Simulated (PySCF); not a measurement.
## Polarisability and C₆ of Cl⁺ (chlorine, charge +1)

[Ne] 3s2 3p4, high-spin 3P determinant. All numbers are calculated (PySCF 2.14, scalar relativity by spin-free X2C-1e, in aug-cc-pCVTZ-DK with one added diffuse shell each of s, p, d, f type (9s8p6d4f, 91 functions)). Coupled (time-dependent) response in atomic units; α is the mean over directions.

```csv
method,mean α (bohr³),"α xx, yy, zz",C₆ (like pair),S(−4)
UHF,8.564,"8.456, 8.779, 8.456",40.49,17.46
PBE,8.823,"8.642, 9.184, 8.642",41.92,19.14
PBE0,8.675,"8.521, 8.983, 8.521",41.06,18.20
HSE06,8.676,"8.518, 8.993, 8.518",41.06,18.19
PW91,8.787,"8.612, 9.137, 8.612",41.66,18.99
```

S(−4) is the Cauchy moment in α(ω) = α(0) + S(−4) ω² + …

α(iu) at PBE:

| u (hartree) | α(iu) (bohr³) |
| --- | --- |
| 0 | 8.823 |
| 0.0500 | 8.775 |
| 0.100 | 8.636 |
| 0.200 | 8.127 |
| 0.300 | 7.415 |
| 0.500 | 5.841 |
| 0.750 | 4.189 |
| 1.00 | 3.037 |
| 1.50 | 1.741 |
| 2.00 | 1.115 |
| 3.00 | 0.5745 |
| 5.00 | 0.2483 |

A single London oscillator, α(iu) = α/(1 + u²/ω²), gives C₆ = (3/4) ω α². Matching the computed C₆ needs ω = 4 × 41.92 / (3 × 8.823²) = 0.718 hartree.

For an ion, C₆ is the dispersion term alone; charge-induced terms of lower order in 1/R come first.

The components differ because the open shell of this determinant is not spherical; for a pure term their mean is the scalar polarisability.
